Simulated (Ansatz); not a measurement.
`Cl[SiH2][O][GeH3]` → Cl• + `[SiH2][O][GeH3]`• at 298.15 K and 1 bar (homolysis of the Cl–Si bond).

Program: Ansatz. Geometries: PBE0-D4/def2-TZVP. ΔE: electronic, gas phase. CCSD(T)/CBS adds triple-zeta CCSD(T) − MP2 to the extrapolated MP2 energy (def2 sets, frozen cores). This one scheme is used for every species, atoms too. No spin–orbit coupling; open shells (•) take unrestricted orbitals. Spin–orbit coupling would lower the free atoms: a little for Cl. For Ge outer-core shells are correlated without core-valence functions, so the limit isn't a true one: a few kJ/mol of doubt a bond, and 10 to 20 or more in all where bonds break to atoms. Scalar relativity is left out up to krypton. One conformer a species, not always the lowest.

| species | CCSD(T)/CBS energy (Eh) | H − E (kJ/mol) | S (J/(mol·K)) |
| --- | --- | --- | --- |
| `Cl[SiH2][O][GeH3]` | -2903.25837 | 144.9 | 370.3 |
| Cl• | -459.70966 | 6.2 | 168.3 |
| `[SiH2][O][GeH3]`• | -2443.35932 | 131.7 | 344.5 |

H − E and S are ideal-gas, rigid-rotor, harmonic terms from PBE0-D4/def2-TZVP, for one conformer and one mirror image of each species, with the whole ground term of open shells counted as degenerate. 1 Eh = 2625.50 kJ/mol, R = 8.31446 J/(mol·K).

Question: By hand: ΔE, ΔH, ΔS and ΔG.

Answer: ΔE = (-459.70966) + (-2443.35932) − (-2903.25837) = 0.18939 Eh = 497.2 kJ/mol. Δ(H − E) = 6.2 + 131.7 − 144.9 = -7.0, so ΔH = 490.2 kJ/mol. ΔS = 168.3 + 344.5 − 370.3 = 142.5 J/(mol·K). ΔG = 490.2 − 298.15 × (142.5)/1000 = 447.7 kJ/mol.

Question: By hand: the equilibrium constant, and the temperature at which ΔG would vanish if ΔH and ΔS stayed fixed.

Answer: log₁₀ K = −ΔG/(RT ln 10) = -78.4. ΔG = 0 at ΔH/ΔS = 3440 K, far beyond where these terms or the molecules hold.

The number of gas molecules changes by +1, which sets the sign of ΔS. A doubt of 5 kJ/mol in ΔE shifts log₁₀ K by 0.9 here. Other conformers and mirror images would add mixing entropy, several J/(mol·K) or more a flexible species. Modes under 60 cm⁻¹, often nearly free rotors, make the harmonic entropy too high. These are equilibria of isolated gas molecules and say nothing of rates. Largest T1 diagnostic: 0.014 (customary marks: 0.02 for closed shells, 0.045 for open ones).
